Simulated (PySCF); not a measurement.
CH2I2.
InChI=1S/CH2I2/c2-1-3/h1H2

Level of theory: PySCF 2.14.0, PBE0-D3(BJ)/def2-SVP geometry optimisation, gas phase, def2 core potentials past Kr.

Masses are those of the commonest isotopes; rigid-rotor values at the optimised geometry. 

What are A, B and C (MHz)?

Ia = 22.13, Ib = 834.12, Ic = 852.96 u·Å²; 505379 MHz·u·Å²/I gives A = 22839, B = 605.9, C = 592.5 MHz.

What kind of rotor is it?

A near-prolate asymmetric top; Ray's κ = -0.999.

Is it planar, by Δ = Ic − Ia − Ib?

Not planar: Δ = Ic − Ia − Ib = -3.29 u·Å². For a rigid frame Δ = −2 Σ m c², so Σ m c² = 1.64 u·Å² lies off the ab plane, practically all of it from hydrogen. The atom farthest from that plane is 0.90 Å away.

Give the other two planar moments, Paa and Pbb, and the rms extents of the mass along the axes.

Paa = Σ m a² = (Ib + Ic − Ia)/2 = 832.47 and Pbb = Σ m b² = (Ia + Ic − Ib)/2 = 20.48 u·Å². With the mass M = 267.82 u, the rms extents √(P/M) along a, b and c are 1.76, 0.28, 0.08 Å.

Give the coordinates in the principal-axis frame, origin at the centre of mass.

The sense of each axis is arbitrary; atoms in the order of the calculation.
| atom | mass (u) | a (Å) | b (Å) | c (Å) |
| --- | --- | --- | --- | --- |
| I1 | 126.904 | -1.811 | -0.064 | 0.000 |
| C2 | 12.000 | -0.001 | 1.069 | 0.000 |
| I3 | 126.904 | 1.811 | -0.064 | 0.000 |
| H4 | 1.008 | 0.000 | 1.687 | -0.903 |
| H5 | 1.008 | -0.002 | 1.687 | 0.903 |

List the rotational levels J(Ka,Kc) to J = 4 (MHz).

Above 0(0,0):
J = 1: 1(0,1) 1198, 1(1,1) 23432, 1(1,0) 23445
J = 2: 2(0,2) 3595, 2(1,2) 25815, 2(1,1) 25855, 2(2,1) 92555, 2(2,0) 92555
J = 3: 3(0,3) 7190, 3(1,3) 29390, 3(1,2) 29470, 3(2,2) 96150, 3(2,1) 96150, 3(3,1) 207350, 3(3,0) 207350
J = 4: 4(0,4) 11984, 4(1,4) 34157, 4(1,3) 34291, 4(2,3) 100944, 4(2,2) 100944, 4(3,2) 212143, 4(3,1) 212143, 4(4,1) 367823, 4(4,0) 367823
Those of J = 1 are B + C, A + C and A + B.

Which types of transition are allowed, and where do some lines up to J = 4 fall?

The dipole components are |μa| = 0.00 D, |μb| = 1.13 D, |μc| = 0.00 D; the symmetry axis of this C2v structure is b, so μa and μc vanish by symmetry and there are no a-type or c-type lines. Some lines, for components of 0.1 D or more:

```json
{"type": "b", "branch": "Q", "J(Ka,Kc)": "1(1,0) ← 1(0,1)", "MHz": "22247", "lower level (cm⁻¹)": "0.040"}
{"type": "b", "branch": "Q", "J(Ka,Kc)": "2(1,1) ← 2(0,2)", "MHz": "22260", "lower level (cm⁻¹)": "0.120"}
{"type": "b", "branch": "Q", "J(Ka,Kc)": "3(1,2) ← 3(0,3)", "MHz": "22280", "lower level (cm⁻¹)": "0.240"}
{"type": "b", "branch": "R", "J(Ka,Kc)": "1(1,1) ← 0(0,0)", "MHz": "23432", "lower level (cm⁻¹)": "0.000"}
{"type": "b", "branch": "R", "J(Ka,Kc)": "3(1,3) ← 2(0,2)", "MHz": "25795", "lower level (cm⁻¹)": "0.120"}
{"type": "b", "branch": "R", "J(Ka,Kc)": "4(1,4) ← 3(0,3)", "MHz": "26967", "lower level (cm⁻¹)": "0.240"}
{"type": "b", "branch": "Q", "J(Ka,Kc)": "3(2,1) ← 3(1,2)", "MHz": "66680", "lower level (cm⁻¹)": "0.983"}
{"type": "b", "branch": "Q", "J(Ka,Kc)": "2(2,0) ← 2(1,1)", "MHz": "66700", "lower level (cm⁻¹)": "0.862"}
{"type": "b", "branch": "Q", "J(Ka,Kc)": "3(2,2) ← 3(1,3)", "MHz": "66760", "lower level (cm⁻¹)": "0.980"}
{"type": "b", "branch": "Q", "J(Ka,Kc)": "4(2,3) ← 4(1,4)", "MHz": "66787", "lower level (cm⁻¹)": "1.139"}
{"type": "b", "branch": "R", "J(Ka,Kc)": "2(2,0) ← 1(1,1)", "MHz": "69123", "lower level (cm⁻¹)": "0.782"}
{"type": "b", "branch": "R", "J(Ka,Kc)": "3(2,2) ← 2(1,1)", "MHz": "70295", "lower level (cm⁻¹)": "0.862"}
{"type": "b", "branch": "R", "J(Ka,Kc)": "3(2,1) ← 2(1,2)", "MHz": "70335", "lower level (cm⁻¹)": "0.861"}
{"type": "b", "branch": "R", "J(Ka,Kc)": "4(2,3) ← 3(1,2)", "MHz": "71473", "lower level (cm⁻¹)": "0.983"}
{"type": "b", "branch": "R", "J(Ka,Kc)": "4(2,2) ← 3(1,3)", "MHz": "71554", "lower level (cm⁻¹)": "0.980"}
{"type": "b", "branch": "Q", "J(Ka,Kc)": "4(3,1) ← 4(2,2)", "MHz": "111200", "lower level (cm⁻¹)": "3.367"}
{"type": "b", "branch": "Q", "J(Ka,Kc)": "3(3,0) ← 3(2,1)", "MHz": "111200", "lower level (cm⁻¹)": "3.207"}
{"type": "b", "branch": "R", "J(Ka,Kc)": "4(3,2) ← 3(2,1)", "MHz": "115993", "lower level (cm⁻¹)": "3.207"}
{"type": "b", "branch": "Q", "J(Ka,Kc)": "4(4,0) ← 4(3,1)", "MHz": "155679", "lower level (cm⁻¹)": "7.076"}
{"type": "b", "branch": "Q", "J(Ka,Kc)": "4(4,1) ← 4(3,2)", "MHz": "155679", "lower level (cm⁻¹)": "7.076"}
```

Estimate the classical rotational partition function at 10 K, 298.15 K and 500 K.

Point group C2v, symmetry number σ = 2; q = (√π/σ)·√((kT/h)³/(ABC)), k/h = 20836.6 MHz/K: 931 at 10 K, 152000 at 298.15 K, 329000 at 500 K.

Stationary, but not proved a minimum. These are rigid-rotor constants of the computed structure; measured ground-state constants (B0) also hold zero-point vibration. Quadrupole hyperfine structure (127I) is left out.
